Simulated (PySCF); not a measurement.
Level of theory: PBE-D3(BJ)/def2-TZVP // B3LYP-D3(BJ)/def2-SVP run with PySCF. Gas-phase values, no solvent. One relaxed conformer stands for a flexible species; it need not be the lowest. Excitations are Tamm–Dancoff values on a coarser integration grid. The basis has no diffuse functions, so Rydberg states are missing or too high.

Reference species (SMILES): `C(c1cc(S)cc([SiH3])c1)=C` (C–C–C–C torsion -180°, C–C–S–H torsion 1°) (neutral, multiplicity 1).

* **S1–T1 gap (TDA)**: 0.54 eV
* **HOMO**: -5.50 eV

Changed species: `c1c([SiH3])ccc(c1S)C=C` (C–C–C–C torsion 32°, C–C–S–H torsion 44°).

Problem. What does the change do to the S1–T1 gap (TDA) and HOMO?

Solution. the S1–T1 gap (TDA) rises by 0.08 eV, to 0.62 eV; the HOMO falls by 0.12 eV, to -5.62 eV.
